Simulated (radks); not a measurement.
The numbers below are computed, except where a source is named.
Excited configurations of Zn XIV: one electron is placed in a higher orbital outside [Ne] 3s2 3p4. The ground configuration is [Ne] 3s2 3p5. Level of theory: scalar-relativistic Kohn-Sham, r2SCAN, spin-polarised, spherical densities, finite nucleus; open shells are filled with parallel spins first; meta-GGA in the generalised Kohn-Sham scheme; Fermi nuclear charge, rms radius 3.9283 fm (a radial shooting solver on a logarithmic mesh with Libxc functionals). Excitation = E - E(ground); binding = E(ion) - E, where the ion is the core of charge +14; n* = 14/sqrt(2 binding) in atomic units. These energies are relativistic, and a one-electron ion of charge +14 with no core already has n* below n in this formula (scalar-relativistic equation, point nucleus: 3d 2.999, 4s 3.996, 4p 3.997, 5s 4.996, 5f 4.999, 6s 5.995, 6p 5.997, 6d 5.999, 7p 6.997, 7f 6.999). The quantum defect is therefore taken as that value minus n*, so that it holds no relativistic shift of the bare ion.

[
 {"outer orbital": "3d", "excitation (eV)": "67.936", "binding (eV)": "386.92", "n*": "2.625", "quantum defect": "0.374", "eigenvalue (eV)": "-367.67", "<r> (bohr)": "0.5589"},
 {"outer orbital": "4s", "excitation (eV)": "215.83", "binding (eV)": "239.02", "n*": "3.340", "quantum defect": "0.656", "eigenvalue (eV)": "-232.28", "<r> (bohr)": "1.213"},
 {"outer orbital": "4p", "excitation (eV)": "234.24", "binding (eV)": "220.61", "n*": "3.477", "quantum defect": "0.521", "eigenvalue (eV)": "-213.76", "<r> (bohr)": "1.245"},
 {"outer orbital": "5s", "excitation (eV)": "313.43", "binding (eV)": "141.43", "n*": "4.342", "quantum defect": "0.653", "eigenvalue (eV)": "-137.38", "<r> (bohr)": "2.036"},
 {"outer orbital": "5f", "excitation (eV)": "343.18", "binding (eV)": "111.68", "n*": "4.887", "quantum defect": "0.113", "eigenvalue (eV)": "-107.28", "<r> (bohr)": "2.115"},
 {"outer orbital": "6s", "excitation (eV)": "361.33", "binding (eV)": "93.526", "n*": "5.340", "quantum defect": "0.656", "eigenvalue (eV)": "-90.913", "<r> (bohr)": "3.073"},
 {"outer orbital": "6p", "excitation (eV)": "366.17", "binding (eV)": "88.680", "n*": "5.484", "quantum defect": "0.513", "eigenvalue (eV)": "-86.137", "<r> (bohr)": "3.167"},
 {"outer orbital": "6d", "excitation (eV)": "372.94", "binding (eV)": "81.910", "n*": "5.706", "quantum defect": "0.293", "eigenvalue (eV)": "-79.303", "<r> (bohr)": "3.280"},
 {"outer orbital": "7p", "excitation (eV)": "391.37", "binding (eV)": "63.485", "n*": "6.481", "quantum defect": "0.516", "eigenvalue (eV)": "-61.725", "<r> (bohr)": "4.450"},
 {"outer orbital": "7f", "excitation (eV)": "398.33", "binding (eV)": "56.523", "n*": "6.869", "quantum defect": "0.130", "eigenvalue (eV)": "-54.682", "<r> (bohr)": "4.631"}
]

The Delta-SCF ionisation energy is 454.85 eV (NIST Atomic Spectra Database: 453.4 eV, semi-empirical). Self-interaction in the functional shifts the binding energies and quantum defects, so they are the method's values and not measured ones. Open shells are spherical and high-spin; term and fine-structure splittings are not resolved.
